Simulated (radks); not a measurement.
Valence configurations of the hafnium ion Hf3+ (all share [Xe]). Calculated with a radial shooting solver on a logarithmic mesh with Libxc functionals: Dirac Kohn-Sham, PBE, spin-unpolarised, spherical densities, point nucleus; open shells fill j = l - 1/2 first. Energies are relative to 4f14 5d1; eigenvalues in eV.

| valence | E (eV) | e(4f5/2) | e(4f7/2) | e(5d3/2) | e(6p1/2) | e(6s1/2) |
|---|---|---|---|---|---|---|
| 4f14 5d1 | 0.000 | -44.915 | -43.167 | -27.447 | - | - |
| 4f14 6p1 | 7.973 | -49.412 | -47.660 | - | -21.946 | - |
| 4f13 5d1 6p1 | 28.133 | -57.854 | -56.021 | -32.648 | -22.562 | - |
| 4f12 5d3 | 44.202 | -62.086 | -60.175 | -31.283 | - | - |
| 4f13 5d1 6s1 | 21.904 | -56.774 | -54.942 | -31.791 | - | -28.211 |
| 4f13 5d2 | 18.805 | -53.214 | -51.385 | -29.386 | - | - |
| 4f14 6s1 | 1.976 | -48.310 | -46.558 | - | - | -27.333 |
| 4f13 5d1 6s0.5 6p0.5 | 25.013 | -57.315 | -55.483 | -32.222 | -22.282 | -28.512 |
| 4f13 6s1 6p1 | 32.455 | -61.557 | -59.721 | - | -23.769 | -30.275 |
| 4f12 5d1 6s2 | 53.810 | -69.665 | -67.747 | -36.363 | - | -30.493 |

NIST lists [Xe] 4f14 5d1 as the ground configuration; this level of theory agrees among the configurations tried. The energies are those of spherical spin-averaged densities, not of single terms.
